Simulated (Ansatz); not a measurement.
`C/C=[CH]/[AlH2]` and `C/C=[C](\N)[AlH2]` differ in one atom or group.

Ansatz, PBE0-D4/def2-TZVP geometries, multiplicity 1. Each molecule was computed in one conformer, which needn't be the lowest.

| property | `C/C=[CH]/[AlH2]` |
| --- | --- |
| size of the dipole moment (B3LYP/def2-TZVPP) / D | 1.55 |
| LUMO energy (PBE/def2-TZVPP) / eV | -2.28 |
| HOMO energy (ωB97M-V/def2-TZVPP) / eV | -9.86 |
| ideal-gas entropy at 298 K and 1 bar (rigid rotor, harmonic PBE0-D4/def2-TZVP) / J/(mol·K) | 322 |
| size of the dipole moment (ωB97M-V/def2-TZVPP) / D | 1.48 |
| HOMO–LUMO gap (PBE0/def2-TZVPP) / eV | 6.18 |

Problem. What does the change do to each property? (Estimate.)

Solution. Ansatz gave: 
```tsv
property	`C/C=[C](\N)[AlH2]`	shift
size of the dipole moment (B3LYP/def2-TZVPP) / D	1.68	0.13
LUMO energy (PBE/def2-TZVPP) / eV	-2.09	0.19
HOMO energy (ωB97M-V/def2-TZVPP) / eV	-8.05	1.81
ideal-gas entropy at 298 K and 1 bar (rigid rotor, harmonic PBE0-D4/def2-TZVP) / J/(mol·K)	355	33
size of the dipole moment (ωB97M-V/def2-TZVPP) / D	1.60	0.12
HOMO–LUMO gap (PBE0/def2-TZVPP) / eV	4.55	-1.63
```

With PBE0 the HOMO rises by 1.76 eV and the LUMO rises by 0.13 eV, so the gap narrows by about 1.63 eV. PBE moves the HOMO by 1.75 eV and ωB97M-V by 1.81 eV. The zero-point energy changes by 45.3 kJ/mol with +6 modes. Dipoles are sizes alone; their direction can turn.

B3LYP here is the variant with VWN-RPA as its local correlation; programs differ in this.
